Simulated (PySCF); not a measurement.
MCa for M along the chalcogens

PBE0 with double-zeta basis sets in PySCF, for the lowest determinant that a PBE0 search found; no spin–orbit coupling. De refers to high-spin ground-configuration atoms. A positive dipole means M(−)Ca(+).

| M | basis | state (unpaired electrons) | Re (Å) | ωe (cm⁻¹) | De (eV) | μ (D) |
| --- | --- | --- | --- | --- | --- | --- |
| O | def2-SVP | singlet (closed shell) | 1.803 | 822 | 4.11 | 8.40 |
| S | x2c-SVPall | singlet (closed shell) | 2.299 | 497 | 3.49 | 9.85 |
| Se | x2c-SVPall | singlet (closed shell) | 2.426 | 375 | 3.12 | 9.89 |
| Te | def2-SVP | singlet (closed shell) | 2.649 | 310 | 2.68 | 10.27 |

The shortest bond is that of CaO (1.803 Å), the longest that of CaTe (2.649 Å). CaO is bound most strongly (4.11 eV) and CaTe least (2.68 eV).

The rows differ in basis set, which adds steps of its own.

Down a group the atoms grow and get heavier, so bonds lengthen and wavenumbers fall; this series shows no clear exception.

These are scalar-relativistic numbers at best; spin–orbit coupling would shift them, the dissociation energy most.
